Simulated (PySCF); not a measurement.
## Adding and removing an electron: PbCl

PBE; Pb def2-SVP with ECP60, Cl def2-SVP; scalar-relativistic core potentials (PySCF 2.14). Neutral (UKS): doublet (π ↑), Re = 2.508 Å, ωe = 314 cm⁻¹, De = 3.91 eV, HOMO -3.76 eV, LUMO -3.72 eV.

PbCl⁺ (UKS): singlet (closed shell), Re = 2.411 Å, ωe = 371 cm⁻¹. The energies at the minima are -652.79989 hartree for PbCl and -652.55418 for PbCl⁺.

Work out the adiabatic ionisation energy, without and with harmonic zero-point energies (1 hartree = 27.2114 eV, 1 eV = 8065.5 cm⁻¹), and the change of the bond length.

At PBE: 0.24571 hartree = 6.686 eV between the minima; the zero-point term (371.0 − 314.0)/2 cm⁻¹ = +0.004 eV makes it 6.690 eV. Re changes by -9.7 pm against the neutral. The electron leaves a π orbital; in so polar a molecule the change of length follows mostly from the change of the ionic charges.

Spin–orbit coupling is left out, which matters for elements this heavy, above all for dissociation energies. States were picked by a PBE0 search and need not be the measured ground states.
